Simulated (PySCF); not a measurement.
(AgCl)2 ring, Ag2Cl2 (singlet state).
Structure used (PBE0-D3(BJ)/def2-SVP), in Å, numbered top down from 1:
```xyz
4
Ag2Cl2 angstrom
Ag    -1.3318    0.0966   -0.5445
Cl    -0.7450    0.3028    1.8840
Ag     1.3317   -0.0966    0.5446
Cl     0.7451   -0.3028   -1.8841
```

Method used: TDDFT PBE0/def2-SVPD, vertical, gas phase, core orbitals frozen in the response, def2 core potentials past Kr (PySCF 2.14.0, density-fitted response routines). Spin–orbit coupling is left out.

| state | E (eV) | λ (nm) | ν̃ (cm⁻¹) | f | \|μ\| (D) | main configurations (H = HOMO, L = LUMO) |
| --- | --- | --- | --- | --- | --- | --- |
| S1 | 3.84 | 323.3 | 30930 | 0.022 | 1.24 | H→L (98%) |
| S2 | 4.16 | 297.8 | 33580 | 0.0000 | 0.00 | H→L+1 (95%) |
| S3 | 4.17 | 297.4 | 33630 | 0.0000 | 0.00 | H-1→L (98%) |
| S4 | 4.26 | 290.7 | 34400 | 0.128 | 2.81 | H-2→L (97%) |
| S5 | 4.62 | 268.2 | 37280 | 0.031 | 1.33 | H-3→L (98%) |
| S6 | 4.70 | 263.9 | 37890 | 0.0000 | 0.01 | H-1→L+1 (94%) |
| S7 | 4.76 | 260.3 | 38420 | 0.0000 | 0.00 | H-4→L (96%) |
| S8 | 4.92 | 251.9 | 39700 | 0.0000 | 0.00 | H-2→L+1 (90%) |
| S9 | 5.11 | 242.7 | 41210 | 0.0000 | 0.00 | H-3→L+1 (88%), H-7→L (10%) |
| S10 | 5.28 | 235.0 | 42550 | 0.0000 | 0.00 | H-5→L (81%), H-6→L+1 (12%) |

Triplets, Tamm–Dancoff:

| state | E (eV) | λ (nm) | main configurations (H = HOMO, L = LUMO) |
| --- | --- | --- | --- |
| T1 | 3.24 | 382.6 | H→L (92%) |
| T2 | 3.69 | 335.8 | H→L+1 (74%), H-4→L (20%) |
| T3 | 3.86 | 321.2 | H-2→L (94%) |
| T4 | 3.99 | 311.0 | H-1→L (95%) |

The lowest singlet lies at 3.84 eV (323 nm, ultraviolet) and is weak; its leading configuration is HOMO→LUMO (98%). The strongest level in the table is S4 at 4.26 eV (291 nm, f = 0.128). S2/S3 lie within about 0.01 eV of each other. For S1 the Löwdin share of silver is 41% in HOMO and 75% in LUMO; for S4 the Löwdin share of silver is 49% in HOMO-2 and 75% in LUMO. Of the 10 states listed, 3 reach f = 0.01 and 7 stay under 0.0005. Weighted by f, the mean energy of these states is 4.27 eV. The listed states span 1.44 eV, and the widest gap between neighbours is 0.36 eV (S4 to S5). All these states lie below the vertical ionisation energy of 9.48 eV (ΔSCF). Only the lowest 10 singlets were computed, as vertical energies without vibronic structure.
